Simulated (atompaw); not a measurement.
## Os: PAW (atompaw) pseudisation with PBE, scalar-relativistic reference atom.

* Element: Os
* Generator: atompaw 4.2.0.5
* Type: PAW
* Functional: PBE
* Relativity: scalar-relativistic
* Frozen core: [Xe] 4f14
* Valence charge: 8
* Reference configuration: 5d6 6s1.5 6p0 (charge +0.5)
* Partial waves: 6s (bound): rc 3.00 bohr; 6s channel at 0.6 Ry: rc 3.00 bohr; 6p (bound, empty): rc 3.00 bohr; 6p channel at 0.8 Ry: rc 3.00 bohr; 5d (bound): rc 2.50 bohr; 5d channel at 0.5 Ry: rc 3.00 bohr
* Local potential: ultrasoft scheme with l = 3 at 0 Ry, radius 2.80 bohr
* Core correction: smooth core density matched at 2.75 bohr
* Augmentation charge: gaussian compensation charge, radius 2.30 bohr; PAW radius 3.00 bohr; waves and projectors: custom rrkj gramschmidtortho

Poles of the logarithmic derivatives, all-electron (AE) and pseudo (PS). s: poles at 0.5 (AE) and 0.5, 2.4 (PS) Ry. p: poles at 1.8 (AE) and 1.8, 4.2 (PS) Ry. d: poles at -0.5, 4.0 (AE) and -0.5, 4.5 (PS) Ry. Test radius 3.01 bohr.

* Cutoffs needed: 18 Ry and 30 Ry (the cutoffs (Ry, on a coarse ladder) from which the occupation-weighted sum of valence levels, in a spherical-Bessel basis at the reference potential, stays within 10 and 1 mRy of its value at 400 Ry)
* Ghost test: no extra level below or beside the all-electron valence levels (s, p, d, f tested) (spherical-Bessel basis up to 400 Ry, 20 bohr box)
* Lowest eigenvalue of the overlap operator: 0.38 (s channel)
* Overlap eigenvalues printed by atompaw (projector basis): 0.00239, 0.163, 0.646, 1.1, 3.83, 188
* Share of each valence orbital outside the PAW sphere: 6s 39 %, 6p 74 %, 5d 8 %
